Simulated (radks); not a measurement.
Isoelectronic series with 16 electrons, all held in the configuration [Ne] 3s2 3p4, which need not be the ground one along the series. All-electron calculation, scalar-relativistic Kohn-Sham, PBEsol, spin-polarised, spherical densities, point nucleus; open shells are filled with parallel spins first. Program: a radial shooting solver on a logarithmic mesh with Libxc functionals. Total energies (hartree) and mean radii <r> (bohr):

S: E (hartree) -398.43642; 3p down 2.116; 3p up 2.043; 3s down 1.704; 3s up 1.691
Cl+: E (hartree) -460.27014; 3p down 1.725; 3p up 1.692; 3s down 1.496; 3s up 1.486
Ar2+: E (hartree) -526.88877; 3p down 1.478; 3p up 1.458; 3s down 1.335; 3s up 1.326
K3+: E (hartree) -598.28847; 3p down 1.301; 3p up 1.288; 3s down 1.205; 3s up 1.199
Ca4+: E (hartree) -674.47169; 3p down 1.166; 3p up 1.156; 3s down 1.100; 3s up 1.094
Sc5+: E (hartree) -755.44446; 3p down 1.058; 3p up 1.050; 3s down 1.012; 3s up 1.007
Ti6+: E (hartree) -841.21521; 3p down 0.9692; 3p up 0.9632; 3s down 0.9374; 3s up 0.9335
V7+: E (hartree) -931.79411; 3p down 0.8951; 3p up 0.8902; 3s down 0.8734; 3s up 0.8700
Cr8+: E (hartree) -1027.19278; 3p down 0.8320; 3p up 0.8279; 3s down 0.8177; 3s up 0.8147
Mn9+: E (hartree) -1127.42404; 3p down 0.7775; 3p up 0.7740; 3s down 0.7689; 3s up 0.7662
Fe10+: E (hartree) -1232.50180; 3p down 0.7299; 3p up 0.7269; 3s down 0.7255; 3s up 0.7232
Co11+: E (hartree) -1342.44097; 3p down 0.6879; 3p up 0.6853; 3s down 0.6869; 3s up 0.6847
Ni12+: E (hartree) -1457.25742; 3p down 0.6506; 3p up 0.6483; 3s down 0.6521; 3s up 0.6502
Cu13+: E (hartree) -1576.96793; 3p down 0.6172; 3p up 0.6152; 3s down 0.6208; 3s up 0.6190
Zn14+: E (hartree) -1701.59021; 3p down 0.5871; 3p up 0.5853; 3s down 0.5922; 3s up 0.5907
Ga15+: E (hartree) -1831.14282; 3p down 0.5598; 3p up 0.5582; 3s down 0.5662; 3s up 0.5648
Ge16+: E (hartree) -1965.64524; 3p down 0.5350; 3p up 0.5335; 3s down 0.5424; 3s up 0.5410
As17+: E (hartree) -2105.11783; 3p down 0.5123; 3p up 0.5110; 3s down 0.5204; 3s up 0.5192
Se18+: E (hartree) -2249.58183; 3p down 0.4914; 3p up 0.4902; 3s down 0.5001; 3s up 0.4990
